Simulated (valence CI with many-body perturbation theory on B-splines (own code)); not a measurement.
In¹⁰⁺: one-electron terms

Level of theory: relativistic CI+MBPT: three valence electrons over a frozen Dirac-Fock core [Kr], radial functions for each j: 7 s, 7 p, 8 d, 6 f, 4 g, 1 h, with the one-electron correlation potential Σ1 (screened to all orders), the two-electron term Σ2, the three-electron term Σ3, Breit, model QED; selected single and double excitations, second order for the rest, scaled by the run's own slope (own B-spline code, finite nucleus).

No measured levels were compared; by estimate terms of the open shell hold to 2 to 4 % of their energy, and close levels can change places. Excitations out of the core, of the other parity, are not computed and may begin above about 49.4 eV (a cautious bound); beyond it only levels of the ground parity were kept, without lifetimes.

These are the spectroscopic orbitals of the CI (the correlating ones are not listed), shaped by the core and the other valence electrons. h is the expectation value of the core's Dirac-Fock operator, without the valence repulsion; Σ1 is computed up to l = 3 at one energy for each symmetry, that of its lowest orbital but kept below the first core excitation, so for empty shells it is not the orbital's own correlation shift; Breit and QED include the response of the core.

| Orbital | h (hartree) | Σ1 (cm⁻¹) | Breit (cm⁻¹) | QED (cm⁻¹) | ⟨r⟩ (bohr) |
| --- | --- | --- | --- | --- | --- |
| 5s1/2 | -6.4878 | -9494 | 344 | 311 | 1.639 |
| 6s1/2 | -3.9186 | -3186 | 162 | 145 | 2.721 |
| 7s1/2 | -2.6332 | -1529 | 88.4 | 78.9 | 4.076 |
| 5p1/2 | -5.9015 | -7842 | 529 | -25.1 | 1.743 |
| 6p1/2 | -3.6333 | -2901 | 260 | -12.1 | 2.876 |
| 7p1/2 | -2.4726 | -1454 | 146 | -6.7 | 4.285 |
| 5p3/2 | -5.8043 | -7350 | 308 | 4.7 | 1.776 |
| 6p3/2 | -3.5867 | -2768 | 153 | 2.4 | 2.916 |
| 7p3/2 | -2.4465 | -1397 | 90.5 | 1.4 | 4.332 |
| 4d3/2 | -9.1208 | -16970 | 375 | -127 | 0.9434 |
| 5d3/2 | -4.8422 | -5158 | 140 | -29.5 | 1.994 |
| 6d3/2 | -3.1088 | -2324 | 72.4 | -14.5 | 3.248 |
| 4d5/2 | -9.0688 | -16678 | 30.3 | -95.1 | 0.9502 |
| 5d5/2 | -4.8237 | -5124 | 44.1 | -20.4 | 2.002 |
| 6d5/2 | -3.0995 | -2315 | 24.7 | -10.0 | 3.259 |
| 4f5/2 | -6.2264 | -24836 | -194 | -55.0 | 1.161 |
| 5f5/2 | -3.8079 | -6228 | -54.3 | -19.8 | 2.356 |
| 4f7/2 | -6.2231 | -24024 | -278 | -50.9 | 1.163 |
| 5f7/2 | -3.8057 | -6102 | -89.8 | -17.9 | 2.357 |
| 5g7/2 | -3.3472 |  | -9.6 | -1.8 | 2.432 |
| 5g9/2 | -3.3472 |  | -11.3 | -1.4 | 2.432 |

Among the shells of the start configuration 4d3, Σ1 is largest in size for 4d3/2, where it is 0.85 % of h.

Lowest root of each symmetry, sizes in configuration state functions:

| J | Parity | Roots | Reference | Variational | Second order | Change by selected CI (cm⁻¹) | Change by second order (cm⁻¹) |
| --- | --- | --- | --- | --- | --- | --- | --- |
| 1/2 | even | 6 | 63 | 5559 | 11562 | -2448 | -1 |
| 3/2 | even | 10 | 108 | 8408 | 20695 | -1702 | -1 |
| 5/2 | even | 10 | 124 | 9655 | 29563 | -1607 | -1 |
| 7/2 | even | 7 | 109 | 9160 | 30122 | -1619 | -1 |
| 9/2 | even | 6 | 85 | 7777 | 27311 | -1748 | -1 |
| 11/2 | even | 2 | 50 | 5333 | 18064 | -3010 | -4 |
| 13/2 | even | 1 | 27 | 4074 | 9295 | -3248 | -3 |
| 1/2 | odd | 15 | 72 | 7620 | 11549 | -3042 | -1 |
| 3/2 | odd | 25 | 122 | 12476 | 21053 | -2781 | -1 |
| 5/2 | odd | 28 | 137 | 14895 | 26991 | -2827 | -1 |
| 7/2 | odd | 26 | 124 | 14945 | 29783 | -2144 | -1 |
| 9/2 | odd | 19 | 89 | 12878 | 26225 | -2265 | 0 |
| 11/2 | odd | 12 | 53 | 10147 | 21774 | -2202 | -1 |
| 13/2 | odd | 6 | 24 | 6201 | 15967 | -2161 | 0 |
| 15/2 | odd | 3 | 9 | 4240 | 8875 | -2259 | 0 |
